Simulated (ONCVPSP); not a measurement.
**Hg ONCV: all-electron and pseudo phase curves**

```
Element                 : mercury
Generator               : ONCVPSP 4.0.1
Type                    : optimised norm-conserving Vanderbilt (ONCV)
Functional              : LDA (Perdew-Wang 92)
Relativity              : scalar-relativistic
Frozen core             : [Kr] 4d10
Valence charge          : 34
Reference configuration : 4f14 5s2 5p6 5d10 6s1.75 6p0.25
Partial waves           : 5s+6s: rc 1.60 bohr, ncon 3, nbas 7, qcut 5.9 1/bohr, 2 projectors; 5p+6p: rc 1.35 bohr, ncon 4, nbas 7, qcut 8.2 1/bohr, 3 projectors, debl 3.1 Ha; 5d: rc 1.95 bohr, ncon 5, nbas 10, qcut 9.2 1/bohr, 3 projectors, debl 0.3 Ha; 4f: rc 0.90 bohr, ncon 4, nbas 8, qcut 19.4 1/bohr, 2 projectors, debl 2.1 Ha
Local potential         : polynomial inside 0.60 bohr (lpopt 5, dvloc0 4 Ha)
Core correction         : Teter function, parameters optimised by the program
```

In the d channel the program set the typed energies aside and used -0.391, 0.250, 0.550 Ha. In the f channel the program set the typed energies aside and used -3.562, 0.250 Ha.

The phase is arctan(r·R′/R) of the radial function R(r), unwrapped; energies in Ha, scanned from -6 to 5 Ha. A pole is an energy at which the radial function vanishes at the test radius. The pseudo phase is shifted by a multiple of π to meet the all-electron one at the reference energy, and phase errors are pseudo minus all-electron; the curves can meet again beyond the range given. Levels narrower than the energy grid can be missing from the lists of poles.

For each channel, where are the poles, and over which energies does the pseudopotential scatter like the atom?

```csv
channel,radius (bohr),reference energy (Ha),"poles, all-electron","poles, pseudo",unbroken range about the reference energy with phases within 0.05 rad,phase error 1 Ha above the reference energy (rad)
s,1.62,-0.28,-4.12,-4.12,the whole range,-0.004
p,1.37,-0.06,-0.88,-0.88,the whole range,+0.000
d,1.98,-0.39,0.16,0.16,the whole range,+0.000
f,0.91,-3.56,-2.71,-2.71,the whole range,+0.000
```

Note: ghosts flagged at negative energy: s at -548.5 eV; GHOST(+) flagged for p at 143.5 eV, d at 398.1 eV. A true bound ghost makes a file unfit for plane-wave use.

Phases in the p channel:

```json
{"E (Ha)": "-5.96", "all-electron": "1.133", "pseudo": "1.133"}
{"E (Ha)": "-5.40", "all-electron": "1.046", "pseudo": "1.046"}
{"E (Ha)": "-4.84", "all-electron": "0.894", "pseudo": "0.894"}
{"E (Ha)": "-4.28", "all-electron": "0.585", "pseudo": "0.586"}
{"E (Ha)": "-3.72", "all-electron": "-0.076", "pseudo": "-0.076"}
{"E (Ha)": "-3.16", "all-electron": "-0.826", "pseudo": "-0.826"}
{"E (Ha)": "-2.60", "all-electron": "-1.206", "pseudo": "-1.206"}
{"E (Ha)": "-2.04", "all-electron": "-1.389", "pseudo": "-1.389"}
{"E (Ha)": "-1.48", "all-electron": "-1.495", "pseudo": "-1.495"}
{"E (Ha)": "-0.92", "all-electron": "-1.567", "pseudo": "-1.567"}
{"E (Ha)": "-0.36", "all-electron": "-1.622", "pseudo": "-1.622"}
{"E (Ha)": "0.20", "all-electron": "-1.670", "pseudo": "-1.670"}
{"E (Ha)": "0.76", "all-electron": "-1.716", "pseudo": "-1.716"}
{"E (Ha)": "1.32", "all-electron": "-1.764", "pseudo": "-1.764"}
{"E (Ha)": "1.88", "all-electron": "-1.818", "pseudo": "-1.818"}
{"E (Ha)": "2.44", "all-electron": "-1.885", "pseudo": "-1.885"}
{"E (Ha)": "3.00", "all-electron": "-1.976", "pseudo": "-1.976"}
{"E (Ha)": "3.56", "all-electron": "-2.113", "pseudo": "-2.113"}
{"E (Ha)": "4.12", "all-electron": "-2.340", "pseudo": "-2.340"}
{"E (Ha)": "4.68", "all-electron": "-2.743", "pseudo": "-2.744"}
```
